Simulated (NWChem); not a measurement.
CHCl in NWChem

```xyz
3

C      1.0579    -0.5466     0.0000
Cl    -0.4752     0.1724     0.0000
H      1.7315     0.3489     0.0000
```
Charge 0, spin multiplicity 1.

Program: NWChem. Structure: optimised with PBE0/def2-SVP, a minimum by its harmonic frequencies.

The correlated methods keep 6 core orbitals frozen. The structure started from a generated list of species. The stability of the SCF solutions was not checked.

Worked example. At B2PLYP/def2-TZVP the parent has a total energy of -498.62844 Ha and the doublet with one electron less, at the same geometry, -498.27183 Ha. The vertical ionisation energy is their difference.

ΔE = -498.27183 − (-498.62844) = 0.35661 Ha. Times 27.2114 eV/Ha this is 9.70 eV, or 936 kJ/mol; λ = 1239.84/9.70 = 127.8 nm. No relaxation of the ion's geometry and no zero-point term enter.
